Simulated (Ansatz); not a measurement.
Stepwise reaction of `F[Si](F)(F)O[SiH3]` with water, as a gas-phase model of exchange steps in deposition or etching. ΔE in kJ/mol.

Isolated molecules relaxed with PBE0-D4/def2-TZVP in Ansatz; ΔE leaves out vibrations. CCSD(T)/CBS adds triple-zeta CCSD(T) − MP2 to the extrapolated MP2 energy (def2 sets, frozen cores). This one scheme is used for every species. Functionals use def2-TZVPP. B3LYP here is the variant with VWN-RPA as its local correlation; programs differ in this. One conformer a species, not always the lowest.

```
step                                                 reaction  PBE-D4  B3LYP-D4  ωB97M-V  CCSD(T)/CBS
   1  `F[Si](F)(F)O[SiH3]` + H₂O → `O[Si](F)(F)O[SiH3]` + H–F    33.8      35.7     35.8         36.8
   2  `O[Si](F)(F)O[SiH3]` + H₂O → `O[Si](O)(F)O[SiH3]` + H–F    36.1      38.6     38.1         38.6
```

Problem. By hand: ΔE of the 2 steps together at CCSD(T)/CBS.

Solution. (36.8) + (38.6) = 75.4 kJ/mol, or 37.7 kJ/mol a step.

In ΔE the steps differ by no more than 1.8 kJ/mol. All are uphill at CCSD(T)/CBS. PBE-D4 differs from CCSD(T)/CBS by -3.0 to -2.5 kJ/mol a step. Only this route is followed, and other bonds may react first. Isolated molecules leave out the surface, adducts and barriers. Largest T1 diagnostic: 0.011.
